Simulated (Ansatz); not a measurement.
Level of theory: frozen-core CCSD(T)/cc-pVTZ // B3LYP-D3(BJ)/def2-TZVP in Ansatz (a first-principles code).

Ansatz 0.2 input:
```yaml
crystal:
  periodic: [false, false, false]
  atoms:
    - { symbol: F, position_ang: [-0.062056, 0.026111, 1.645063] }
    - { symbol: Si, position_ang: [-0.002481, 0.001046, 0.065835] }
    - { symbol: Cl, position_ang: [1.812405, -0.703385, -0.491715] }
    - { symbol: Cl, position_ang: [-0.27206, 1.890337, -0.611515] }
    - { symbol: Cl, position_ang: [-1.475808, -1.21411, -0.607666] }
basis:
  gaussian: { orbitals: cc-pVTZ }
correlation:
  method: ccsd_t
```

Output:

```
Functional definition: HF
1005 factors; integrals over basis functions are off by at most 1.1e-3 eV
mean field evaluation 1: about -48085.9771 eV, gradient 3.2e1 eV
mean field evaluation 2: about -48086.2773 eV, gradient 3.3e1 eV
mean field evaluation 4: about -48088.4183 eV, gradient 2.0e0 eV
mean field evaluation 8: about -48088.4556 eV, gradient 2.3e-1 eV
mean field evaluation 16: about -48085.9760 eV, gradient 3.2e1 eV
mean field -48088.45576860 eV, -1767.2181539700 hartree, gradient 4.0e-6 eV, S^2 0.000000; 0 other end points of the search recorded, 0 dependent functions left out
21 core orbitals not correlated
reference -48088.45576860 eV, -1767.2181539700 hartree; 16, 16 occupied and 129, 129 virtual orbitals, 1005 factors
second order -25.04546729 eV of doubles, -0.00000000 eV of singles
cycle   1  -25.66203543 eV  change   -6.2e-1 eV  update   9.3e-2
cycle   2  -26.13470878 eV  change   -4.7e-1 eV  update   2.6e-2
cycle   3  -26.23858763 eV  change   -1.0e-1 eV  update   1.3e-2
cycle   4  -26.22771593 eV  change    1.1e-2 eV  update   2.6e-3
cycle   5  -26.22571158 eV  change    2.0e-3 eV  update   1.0e-3
cycle   6  -26.22595359 eV  change   -2.4e-4 eV  update   2.9e-4
cycle   7  -26.22573993 eV  change    2.1e-4 eV  update   8.4e-5
cycle   8  -26.22573965 eV  change    2.8e-7 eV  update   2.0e-5
perturbative correction -1.03213559 eV, -0.0379302833 hartree
Total energy: -48115.71364384 eV, -1768.2198624089 hartree
```

Cost: very roughly 29 core-seconds.
